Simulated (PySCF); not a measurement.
Species: C5H10GeO.
Structure used (PBE0-D3(BJ)/def2-SVP), in Å, numbered top down from 1:
```
atom  x, y, z in Å
C1    -3.2508    0.4079    0.1642
C2    -1.9280    0.4969    0.0653
C3    -0.8152    0.7450    1.0559
C4     0.1202   -0.0044    0.0890
O5     1.3796    0.5646   -0.0734
Ge6    2.5758   -0.2076   -1.1524
C7    -0.9368    0.1841   -1.0314
H8    -3.7633    0.6117    1.1086
H9    -3.8669    0.1289   -0.6952
H10   -0.5214    1.8080    1.0828
H11   -0.9240    0.3730    2.0855
H12    0.1882   -1.0742    0.3705
H13    3.8613    0.6001   -0.9470
H14    2.7395   -1.6820   -0.7283
H15    2.0823   -0.1291   -2.6114
H16   -0.6900    1.0829   -1.6222
H17   -1.1529   -0.6524   -1.7136
```

Method used: TDDFT CAM-B3LYP/def2-SVPD, vertical, gas phase, core orbitals frozen in the response (PySCF 2.14.0, density-fitted response routines). The CAM-B3LYP/def2-SVPD calculation is non-relativistic and has no spin–orbit coupling, an omission that weighs most on germanium.

Ground-to-excited transition dipoles (e·a0, same axes as the geometry; the sign carries no meaning), for the states with f of 0.002 or more among the lowest 7:

```
state  E (eV)      μx      μy      μz
   S1   6.649   0.358   0.075   0.064
   S2   6.854  -1.321  -0.200   0.219
   S3   6.983   0.575  -0.256   0.031
   S4   7.280  -0.129   0.072  -0.223
   S5   7.370  -0.162   0.193   0.026
   S6   7.462  -0.480  -0.160   0.037
   S7   7.605   0.259   0.027  -0.298
```

What oscillator strength does each state have?

f = (2/3) ΔE |μ|² with ΔE in hartree (27.2114 eV).

```json
{"state": "S1", "|μ|² (au)": "0.138", "|μ| (D)": "0.94", "f": "0.022"}
{"state": "S2", "|μ|² (au)": "1.832", "|μ| (D)": "3.44", "f": "0.308"}
{"state": "S3", "|μ|² (au)": "0.397", "|μ| (D)": "1.60", "f": "0.068"}
{"state": "S4", "|μ|² (au)": "0.072", "|μ| (D)": "0.68", "f": "0.013"}
{"state": "S5", "|μ|² (au)": "0.064", "|μ| (D)": "0.64", "f": "0.012"}
{"state": "S6", "|μ|² (au)": "0.257", "|μ| (D)": "1.29", "f": "0.047"}
{"state": "S7", "|μ|² (au)": "0.157", "|μ| (D)": "1.01", "f": "0.029"}
```

Which bond between heavy atoms lies closest to the direction of the S2 transition dipole?

C1–C2, at 7° from it; next C4–O5 at 16°.

What angle do the transition dipoles of S1 and S4 make?

|cos θ| = |μa·μb| / (|μa| |μb|) = 0.55, so θ ≈ 56° (taken between 0 and 90°, since the signs are arbitrary).

What peak molar absorption coefficient would the strongest computed level give as a lone Gaussian band 0.4 eV wide at half height?

ε(max) = 2.175×10⁸ f / FWHM, with the width in cm⁻¹. S2: 2.175×10⁸ × 0.3076 / 3226 ≈ 21000 L mol⁻¹ cm⁻¹.

The vertical ionisation energy (ΔSCF) is 9.20 eV, 1.59 eV above S7.

The run took 4.1 min wall on one thread of an Arm Neoverse V2 (shared host), and the process peaked at 1.4 GiB of memory.

One conformer stands for the species.
